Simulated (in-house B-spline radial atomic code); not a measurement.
Configurations of the vanadium ion V⁺, with energies counted from [Ar] (3d3/2)4. All numbers are computed (Dirac-Hartree-Fock, average of each configuration as written; Fermi nucleus of rms radius 3.6002 fm) with an all-electron radial atomic-structure program (B-spline basis), not measured. Energies include first-order Breit, QED and recoil terms.

Occupations are held fixed; configurations that lie above the ionisation limit could autoionise.

| configuration | E - E(ref) (eV) | highest orbital | its <r> (bohr) |
| --- | --- | --- | --- |
| [Ar] (3d3/2)3 (3d5/2)1 | 0.56488 | 3d5/2 | 1.514 |
| [Ar] (3d5/2)3 (4d3/2)1 | 8.2203 | 4d3/2 | 6.595 |
| [Ar] (3d5/2)3 (5d3/2)1 | 10.318 | 5d3/2 | 12.35 |
| [Ne] 3s2 (3p1/2)2 (3p3/2)3 (3d3/2)4 (5g9/2)1 | 49.665 | 5g9/2 | 13.75 |
| [Ne] 3s2 (3p1/2)1 (3p3/2)4 (3d3/2)1 (3d5/2)3 (6g9/2)1 | 53.08 | 6g9/2 | 22 |
| [Ne] 3s2 (3p1/2)1 (3p3/2)4 (3d3/2)4 (5f7/2)1 | 56.142 | 5f7/2 | 15.69 |
| [Ne] 3s2 (3p1/2)1 (3p3/2)4 (3d3/2)4 (7g9/2)1 | 57.213 | 7g9/2 | 31.75 |

(1) Order these further configurations by energy, lowest first.
A. [Ar] (3d3/2)2 (3d5/2)2
B. [Ar] (3d3/2)1 (3d5/2)2 (6f7/2)1
C. [Ne] 3s2 (3p1/2)2 (3p3/2)3 (3d3/2)4 (6f5/2)1
D. [Ne] 3s2 (3p1/2)2 (3p3/2)3 (3d3/2)1 (3d5/2)3 (7f7/2)1
E. [Ar] (3d5/2)3 (4f5/2)1

(2) How far above the reference does [Ar] (3d3/2)2 (3d5/2)1 (5g9/2)1 lie?

(3) How far above the reference does [Ar] (3d3/2)2 (3d5/2)1 5s1 lie?

## Answers

(1) A (0.84946 eV), E (9.8627 eV), B (11.948 eV), C (50.323 eV), D (54.126 eV).

(2) 11.156 eV; its least bound orbital is 5g9/2 with <r> = 13.75 bohr.

(3) 7.5194 eV; its least bound orbital is 5s1/2 with <r> = 7.107 bohr.
